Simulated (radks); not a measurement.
Task: All-electron atom: Ti III in [Ar] 3d2 (the NIST ground configuration). Method: scalar-relativistic Kohn-Sham, LDA (Slater exchange, Perdew-Wang correlation), spin-polarised, spherical densities, finite nucleus; open shells are filled with parallel spins first; Fermi nuclear charge, rms radius 3.5921 fm; computed with a radial shooting solver on a logarithmic mesh with Libxc functionals. Some entries of the table are withheld. Estimate them.

| orbital | occ. | eigenvalue (eV) | <1/r> (bohr^-1) | <r^2> (bohr^2) |
|---|---|---|---|---|
| 1s down | 1 | -4872.165 | 21.76 | 0.006538 |
| 1s up | 1 | -4872.156 | 21.76 | 0.006538 |
| 2s up | 1 | -551.5436 | 4.533 | 0.1257 |
| 2s down | 1 | -550.8970 | 4.537 | 0.1255 |
| 2p up | 3 | (1) | 4.444 | 0.1041 |
| 2p down | 3 | (2) | 4.448 | 0.1039 |
| 3s up | 1 | -78.9887 | 1.398 | 1.173 |
| 3s down | 1 | -77.1793 | 1.396 | 1.176 |
| 3p up | 3 | -55.4834 | 1.268 | (3) |
| 3p down | 3 | -53.7002 | 1.266 | (4) |
| 3d up | 2 | -20.5983 | (5) | 2.543 |
| 3d down | 0 | -18.9296 | (6) | 2.668 |

Result: 
(1) 2p up eigenvalue (eV): -460.0133
(2) 2p down eigenvalue (eV): -459.5081
(3) 3p up <r^2> (bohr^2): 1.383
(4) 3p down <r^2> (bohr^2): 1.389
(5) 3d up <1/r> (bohr^-1): 0.9321
(6) 3d down <1/r> (bohr^-1): 0.9203
